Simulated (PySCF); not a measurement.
## Dipole response of Pd (palladium, neutral)

[Kr] 4d10, closed-shell 1S. Computed with PySCF 2.14 in x2c-QZVPPall with one added diffuse shell each of s, p, d, f, g type (14s9p8d5f3g, 143 functions), with scalar relativity by spin-free X2C-1e. Coupled (time-dependent) response in atomic units; α is the mean over directions.

| method | mean α (bohr³) | C₆ (like pair) | S(−4) |
| --- | --- | --- | --- |
| B97-3 | 26.90 | 192.6 | 485.5 |

S(−4) is the Cauchy moment in α(ω) = α(0) + S(−4) ω² + …

Reference α: 26.14 ± 0.1 bohr³ (recommended; Schwerdtfeger and Nagle, table of static dipole polarizabilities (2023 update)). Published C₆: 628.0 (Gould and Bucko (2016)).

α(iu) at B97-3:

```
u (hartree)  α(iu) (bohr³)
          0          26.90
     0.0500          25.77
      0.100          23.16
      0.200          17.76
      0.300          14.00
      0.500          9.665
      0.750          6.807
       1.00          5.126
       1.50          3.258
       2.00          2.265
       3.00          1.274
       5.00         0.5654
```

A single London oscillator, α(iu) = α/(1 + u²/ω²), gives C₆ = (3/4) ω α². Matching the computed C₆ needs ω = 4 × 192.6 / (3 × 26.90²) = 0.355 hartree.
